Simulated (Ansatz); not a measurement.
cyclo-(Cl2GeS)4 (Ge4S4Cl8) was relaxed with PBE-D4 (def2-SVP) in Ansatz in these states: charge +1 doublet, neutral singlet. The geometries follow in no particular order.

A:

```xyz
16

Ge    0.021    0.059    2.530
Cl    0.206   -0.387    4.633
Cl   -1.974    0.794    2.150
S     1.570    1.649    2.236
Ge    1.418    2.101    0.048
Cl    2.935    3.611   -0.221
Cl   -0.500    2.944   -0.476
S     1.987    0.352   -1.230
Ge    0.157   -0.077   -2.445
Cl   -0.333    1.506   -3.824
Cl    0.791   -1.804   -3.572
S    -1.757   -0.419   -1.336
Ge   -1.249   -2.111    0.037
Cl   -3.097   -2.495    1.079
Cl   -0.669   -3.902   -1.017
S     0.495   -1.821    1.410
```

B:

```xyz
16

Ge    0.9473   -2.2433    0.7773
Cl    2.4922   -3.4323    1.6321
Cl    0.6885   -2.6430   -1.3093
S    -0.9043   -2.5004    2.0006
Ge   -2.1427   -0.8964    1.0603
Cl   -3.9122   -0.6405    2.2154
Cl   -2.5757   -1.2203   -1.0105
S    -0.9546    1.0739    1.3542
Ge   -0.9759    2.1673   -0.6929
Cl   -2.9842    2.2940   -1.3949
Cl   -0.2098    4.0826   -0.1427
S     0.2519    1.0456   -2.1860
Ge    2.1199    0.8192   -0.9801
Cl    3.4490   -0.5035   -1.9931
Cl    3.0808    2.6492   -0.4451
S     1.6299   -0.0523    1.1147
```

Judge from the bond lengths which geometry belongs to which state (an estimate).

A is the neutral singlet (Ge13–S16 2.238 Å, S8–Ge9 2.238 Å, Ge5–S8 2.239 Å); B is the charge +1 doublet (Ge13–S16 2.321 Å, S8–Ge9 2.321 Å, Ge5–S8 2.320 Å).
